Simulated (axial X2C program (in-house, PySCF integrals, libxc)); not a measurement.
TbSH⁺: a free-ion multiplet in an axial field

Calculated with an axial X2C code built on PySCF integrals: two-component X2C with atomic mean-field Coulomb and Gaunt terms, basis Tb dyall-v3z, S dyall-v3z, H dyall-v3z (cores contracted in-house). Orbitals come from Hartree–Fock averaged over the configuration Tb f9 s0; CI then distributes these electrons over the f, s shells of Tb.

Tb–S–H held linear, bonds 2.491 and 1.340 Å (the second held).

Which level do Hund's rules give for f9, how many Ω levels does it split into, and what is its Landé factor?

S = 5/2, L = 5, J = 15/2 (6H15/2). It gives Ω = 1/2 to 15/2, 8 levels. gJ = 3/2 + [S(S+1) − L(L+1)]/[2J(J+1)] = 1.333, so g∥ = 2gJΩ.

The computed levels compare thus:

```json
{"Ω": "15/2", "energy (cm⁻¹)": "0", "g∥ computed": "19.93", "2gJΩ": "20.00"}
{"Ω": "13/2", "energy (cm⁻¹)": "119", "g∥ computed": "17.21", "2gJΩ": "17.33"}
{"Ω": "11/2", "energy (cm⁻¹)": "194", "g∥ computed": "14.54", "2gJΩ": "14.67"}
{"Ω": "9/2", "energy (cm⁻¹)": "258", "g∥ computed": "11.87", "2gJΩ": "12.00"}
{"Ω": "7/2", "energy (cm⁻¹)": "322", "g∥ computed": "9.19", "2gJΩ": "9.33"}
{"Ω": "5/2", "energy (cm⁻¹)": "384", "g∥ computed": "6.53", "2gJΩ": "6.67"}
{"Ω": "3/2", "energy (cm⁻¹)": "435", "g∥ computed": "3.90", "2gJΩ": "4.00"}
{"Ω": "1/2", "energy (cm⁻¹)": "464", "g∥ computed": "1.29", "2gJΩ": "1.33"}
```

The 8 lowest levels are just these Ω; they span 464 cm⁻¹, the lowest has Ω = 15/2, and the next level lies at 2637 cm⁻¹. Departures of g∥ from 2gJΩ come from intermediate coupling and from mixing with the higher-lying level J − 1 of the term. The computed g∥ is the magnitude of 2⟨Lz + ge Sz⟩.

There is no dynamic correlation: spin–orbit spacings and, for f shells, spacings inside one term are the most reliable numbers, splittings between terms come out too wide, and energies between configurations are not reliable, so the lowest level need not be the ground state of the molecule. At most 4 roots were kept for each Ω > 0 (twice that for Ω = 0) within 2.2 eV of the lowest, so higher up levels can be missing between those listed; levels with Ω > 0 are doubly degenerate and listed once, Ω = 0 levels singly. States that fill the shells left empty in the average are placed too high. The molecule was held linear; bending was not examined. Hydrosulfides and their kin are strongly bent in nature, so this linear model does not describe the real molecule.
